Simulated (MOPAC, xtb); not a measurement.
Torsion H5–B1–C2–C3 in C3H9B (SMILES BC(C)C); at each angle all else is relaxed with GFN2-xTB, and the levels are single points there.
Geometry at 30° (charge 0, multiplicity 1):
```xyz
13

B     -0.336     1.579     0.218
C      0.096     0.071     0.346
C      0.165    -0.697    -0.980
C      1.376    -0.176     1.153
H     -1.050     1.912    -0.646
H      0.004     2.361     1.018
H     -0.734    -0.369     0.923
H      0.346    -1.757    -0.806
H      0.976    -0.312    -1.595
H     -0.764    -0.594    -1.536
H      2.237     0.228     0.624
H      1.541    -1.242     1.304
H      1.318     0.304     2.127
```

On the grid 0° to 330°, 120° is the highest and 30° the lowest point at MP2/CBS(cc-pVTZ, cc-pVQZ) + ΔCCSD(T)/cc-pVDZ.

The state reached by AM1, PM6 isn't checked.

Run with MOPAC for AM1, PM6 (differences of heats of formation); xtb for the GFN methods. Values without a source in brackets are computed.

One of these levels gives 8.4 meV for the energy at 120° less that at 30°. Name it.
A. GFN-FF
B. PM6
C. AM1

A, GFN-FF. The others give 58.0 (AM1), 34.3 (PM6)
